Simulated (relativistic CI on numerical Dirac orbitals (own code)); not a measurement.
# Radial parameters of Ce54+

Method of calculation: Dirac-Coulomb-Breit CI, orbitals from a KLI potential per configuration, a model potential for QED, unscaled Slater integrals (own radial code, finite nucleus).

Slater integrals F^k, G^k are unscaled and averaged over j, outside the closed core 1s2; ζ comes from projecting the Hamiltonian with its Breit term on Σ l·s of the shell.

- 2s.2p: G^1(2s,2p) = 1.1611e+06, ζ(2p) = 2.6935e+06 cm⁻¹; <r>(2s) = 0.09924, <r^2>(2s) = 0.01162, <r>(2p) = 0.08606, <r^2>(2p) = 0.008971 (bohr units).
- 2p2: F^2(2p,2p) = 1.1017e+06, ζ(2p) = 2.6838e+06 cm⁻¹; <r>(2p) = 0.08615, <r^2>(2p) = 0.008991 (bohr units).
- 2p.3s: ζ(2p) = 2.7235e+06, G^1(2p,3s) = 119840 cm⁻¹; <r>(2p) = 0.08579, <r^2>(2p) = 0.008918, <r>(3s) = 0.2295, <r^2>(3s) = 0.06007 (bohr units).

Averages of the first 10 configurations, taken without configuration mixing, which lowers the lowest level and can move excited configurations by several eV; other configurations of the list can lie among them:

```json
{"Configuration": "2s2", "Parity": "even", "States": "1", "Average energy above the lowest level (eV)": "10.2"}
{"Configuration": "2s.2p", "Parity": "odd", "States": "12", "Average energy above the lowest level (eV)": "472.6"}
{"Configuration": "2p2", "Parity": "even", "States": "15", "Average energy above the lowest level (eV)": "982.9"}
{"Configuration": "2p.3s", "Parity": "odd", "States": "12", "Average energy above the lowest level (eV)": "6821.8"}
{"Configuration": "2p.3p", "Parity": "even", "States": "36", "Average energy above the lowest level (eV)": "6966.0"}
{"Configuration": "2s.3s", "Parity": "even", "States": "4", "Average energy above the lowest level (eV)": "6342.6"}
{"Configuration": "2s.3p", "Parity": "odd", "States": "12", "Average energy above the lowest level (eV)": "6490.9"}
{"Configuration": "2s.3d", "Parity": "even", "States": "20", "Average energy above the lowest level (eV)": "6594.3"}
{"Configuration": "2s.4s", "Parity": "even", "States": "4", "Average energy above the lowest level (eV)": "8514.5"}
{"Configuration": "2s.4p", "Parity": "odd", "States": "12", "Average energy above the lowest level (eV)": "8575.8"}
```
